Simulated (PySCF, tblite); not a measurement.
Isomers of [C7H10O]- (charge -1 and doublet state), one GFN2-xTB conformer each. Single-point energies are computed at B3LYP/pcH-1 (PySCF, gas phase, no added dispersion term), electronic only. GFN2-xTB treats the open shell by occupation alone, and not every SCF solution was tested for stability.

**Question.** Rank them by B3LYP/pcH-1 energy, lowest first (kcal/mol).
A. `[O-:1][CH:2][C:3]1=[CH:4][CH2:5][CH2:6][CH2:7][CH2:8]1` (charge -1 and doublet state) with O1–C2–C3–C4 -179°, C3–C4–C5–C6 -21°, C4–C5–C6–C7 48°, C5–C6–C7–C8 -65°, C6–C7–C8–C3 52°
B. `[OH:1][C@@H:2]1[C@@H:3]2[CH-:4][CH:5][C@H:6]1[CH2:7][CH2:8]2` (charge -1 and doublet state) with H–O1–C2–C3 53°

**Answer.** A (0.0), B (52.0).

As drawn, the higher has an O–H bond, which the lower lacks. GFN2-xTB itself gives, in the same order: 0.0, 42.3. Both levels put the same isomer lowest.

**Question.** What happens when harmonic zero-point energies from GFN2-xTB frequencies are added?

**Answer.** 
```json
{"SMILES": "[O-][CH]C1=CCCCC1", "ZPE (kcal/mol)": "93.3", "electronic (kcal/mol)": "0.0", "with ZPE (kcal/mol)": "0.0"}
{"SMILES": "O[C@@H]1[C@@H]2[CH-][CH][C@H]1CC2", "ZPE (kcal/mol)": "92.7", "electronic (kcal/mol)": "52.0", "with ZPE (kcal/mol)": "51.3"}
```

The zero-point energies span 0.6 kcal/mol. The order is unchanged.
